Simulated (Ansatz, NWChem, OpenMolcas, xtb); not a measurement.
## Ligand exchange: IF + KOH → HOF + KI

Species: IF (iodine monofluoride), singlet; KOH `[OH][K]`, singlet; HOF (hypofluorous acid) `OF`, singlet; KI, singlet. The partners trade I for OH: F–I and K–OH bonds give way to F–OH and K–I.

Shapes, held fixed at every level: measured bond length; KOH, HOF from PBE0-D4/def2-TZVP. Programs: Ansatz 0.2.0, NWChem 7.3.0, OpenMolcas 26.06, xtb 6.7.1. Electronic energies: no zero-point or thermal term.

```json
{"level": "GFN0-xTB", "kind": "semi-empirical", "ΔE (kJ/mol)": "-12.3"}
{"level": "HF/3-21G", "kind": "Hartree–Fock", "ΔE (kJ/mol)": "-134.3"}
{"level": "HF/def2-SVP", "kind": "Hartree–Fock", "ΔE (kJ/mol)": "-5.1"}
{"level": "r2SCAN0/STO-3G", "kind": "global hybrid", "ΔE (kJ/mol)": "-396.5"}
{"level": "CAM-B3LYP/STO-3G", "kind": "range-separated hybrid", "ΔE (kJ/mol)": "-373.6"}
{"level": "wB97M-V/STO-3G", "kind": "range-separated hybrid", "ΔE (kJ/mol)": "-387.4"}
{"level": "B2PLYP/STO-3G", "kind": "double hybrid", "ΔE (kJ/mol)": "-383.1"}
{"level": "FCI/STO-3G", "kind": "exact in the basis", "ΔE (kJ/mol)": "-439.8"}
{"level": "PBE0/def2-SVP", "kind": "global hybrid", "ΔE (kJ/mol)": "+7.5"}
```

PBE0/def2-SVP gives ΔE = +7.5 kJ/mol; the levels span -439.8 to +7.5. They disagree on the sign: 1 of 9 are positive. The median of the levels is -373.6. No measured value is set beside it here. For atoms past krypton def2 sets carry core potentials with scalar relativity. All-electron rows are non-relativistic unless named. Outer-core shells of I, K are correlated, in sets that cover them unevenly. PBE0/def2-SVP lies outside the range of all other levels here, so it shouldn't be taken on trust. Rows in sets without polarisation functions are far from converged.
